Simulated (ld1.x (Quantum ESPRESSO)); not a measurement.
**What one change does to a pseudopotential (La, TM)**

* Element: lanthanum (La)
* Generator: ld1.x (Quantum ESPRESSO) 7.5
* Type: norm-conserving Troullier–Martins (Kleinman–Bylander form)
* Functional: LDA (PZ)
* Relativity: scalar-relativistic
* Frozen core: [Xe]
* Valence charge: 3
* Reference configuration: 4f0 5d1 6s2 6p0
* Partial waves: 6s (bound): rc 3.05 bohr; 6p (bound, empty): rc 4.10 bohr; 5d (bound): rc 2.45 bohr; 4f (bound, empty): rc 1.85 bohr
* Local potential: all-electron potential smoothed inside 1.95 bohr (lloc = -1)
* Core correction: Bessel-smoothed model core, default radius (core density twice the valence density)

All-electron outer shells of the reference configuration (LDA (PZ), scalar-relativistic, ld1.x):

| shell | level (eV) | outermost node (bohr) | outermost maximum (bohr) |
| --- | --- | --- | --- |
| 5s | -39.06 | 0.77 | 1.41 |
| 5p | -22.48 | 0.83 | 1.58 |
| 4f | -4.58 | – | 0.75 |
| 6s | -3.82 | 1.86 | 3.74 |
| 5d | -3.21 | 0.95 | 2.24 |
| 6p | -1.41 | 2.20 | 4.93 |

Change: local potential all-electron potential smoothed inside 4.16 bohr (lloc = -1).

Cutoffs: the cutoffs (Ry, on a coarse ladder) from which the occupation-weighted sum of valence levels, in a spherical-Bessel basis at the reference potential, stays within 10 and 1 mRy of its value at 400 Ry; they do not see the model core or the augmentation charge, which bear on the density cutoff. Errors are all-electron minus pseudo energies relative to the spin-unpolarised reference configuration.

Q: What does the change do?

A: The potential gets harder (10 Ry and 15 Ry → 10 Ry and 18 Ry); the bound ghost in p, s disappears; of the 8 tests that both files solve, the error grows in 5 and shrinks in 1 by more than 15 % and 0.3 meV (median size 12.2 → 16.8 meV). In the separable form a ghost depends on how the local part lies against the semilocal potential of the channel, so the choice of the local part can create or remove one.

| quantity | base | changed |
| --- | --- | --- |
| cutoff, loose | 10 Ry | 10 Ry |
| cutoff, tight | 15 Ry | 18 Ry |
| bound ghosts | s, p | none |
| tests counted (converged, no solver errors) | 8 of 9 | 8 of 9 |
| error for 4f0 5d1 6s1 6p0, meV [ΔE 6.16 eV] | +0.3 | -6.1 |
| error for 4f0 5d1 6s0 6p0, meV [ΔE 17.32 eV] | -48 | -61 |
| error for 4f0 5d1 6s1.5 6p0, meV [ΔE 2.48 eV] | +0.4 | -1.1 |
| error for 4f1 5d1 6s0 6p0, meV [ΔE 7.08 eV] | -858 | -1121 |
| error for 4f0 5d2 6s0 6p0, meV [ΔE 6.31 eV] | -52 | -54 |
| error for 4f0 5d1 6s0 6p2, meV [ΔE 5.05 eV] | -21 | -27 |
| error for 4f0 5d1 6s2 6p0 (spin-polarised), meV [ΔE -0.10 eV] | +1.7 | +1.7 |
| error for 4f0 5d1 6s1 6p0 (spin-polarised), meV [ΔE 5.74 eV] | +3.2 | -1.3 |

Base: The cutoffs count occupied waves only; the empty 4f level needs 100 Ry at the loose tolerance. Tests not counted: 4f1 5d0 6s2 6p0 (solver errors, printed error +328 meV). These tests converged, but a pseudo level misses the all-electron one widely, so the file describes the atom poorly there or has found another state: 4f1 5d1 6s0 6p0: 4f by 1.0 eV. Changed file: The cutoffs count occupied waves only; the empty 4f level needs 100 Ry at the loose tolerance. Tests not counted: 4f1 5d0 6s2 6p0 (solver errors, printed error -336 meV). These tests converged, but a pseudo level misses the all-electron one widely, so the file describes the atom poorly there or has found another state: 4f1 5d1 6s0 6p0: 4f by 1.5 eV. A true bound ghost makes a file unfit for plane-wave use even where its test errors are small: the radial tests pick states by their node count and pass the ghost by.
